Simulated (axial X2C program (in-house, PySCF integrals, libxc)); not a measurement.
The numbers below are computed, except where a source is named.
CaI⁺: input and output

Program: an axial X2C code built on PySCF integrals.

Input file and command:
```json
{"zs": [53, 20], "q": 1, "bas": ["dyall-cv3z", "dyall-cv3z"], "levels": ["PBE0", "HF", "B97-3"], "cc": true, "r0": 3.04, "thr": -1.0, "nmax": 90, "npts": 10, "nst": 2, "ntry": 6}
```
```bash
python so2c.py task.json out
```

Keys: zs atomic numbers; q charge; bas basis sets; levels methods; cc coupled cluster on or off; r0 starting distance in Å; thr threshold in hartree for freezing inner shells (an s shell follows its p shell); nmax most natural virtual spinors; npts points on the curve; nst determinants followed; ntry starts of the search. HF also brings MP2.

Output of the HF step, with spin–orbit coupling, at R = 2.690 Å for the state Ω = 0. It starts from PBE0 orbitals of this distance.

```
two-component X2C + atomic mean field  HF
basis functions 229  fitting functions 971  grid points 5802
iter        total energy     max residual
   1      -7789.137413676     4.09e-01
   2      -7789.165943193     6.72e-03
   3      -7789.166951664     1.39e-02
   4      -7789.167061057     1.70e-03
   5      -7789.167074286     1.07e-03
   6      -7789.167075388     1.35e-04
   7      -7789.167075521     5.48e-05
   8      -7789.167075531     1.45e-05
   9      -7789.167075533     2.60e-06
converged
one-electron -11081.26701383  Coulomb 3303.74602431  exact exchange -215.70504799  xc functional 0.00000000  nuclear repulsion 208.52336192  atomic mean-field constant -4.46439995
correlated 8  virtual 300  natural virtual 88  E(MP2) -0.152934326  MP2 remainder -0.002076789
iter   CCSD correlation   residual
   1     -0.161296322   7.64e-02
   2     -0.164635779   2.46e-02
   3     -0.165121819   8.01e-03
   4     -0.165118979   2.50e-03
   5     -0.165124889   6.04e-04
   6     -0.165124130   1.78e-04
   7     -0.165124582   5.12e-05
   8     -0.165124775   1.48e-05
   9     -0.165124667   4.24e-06
  10     -0.165124659   1.34e-06
(T) -0.007023743  T1 0.0125  D1 0.0148  max T2 0.040
```
Energies are in hartree; totals compare only within one Hamiltonian and basis. T1 in the output is the amplitude norm over the root of the electron number; divide by √2 for the Lee–Taylor value.
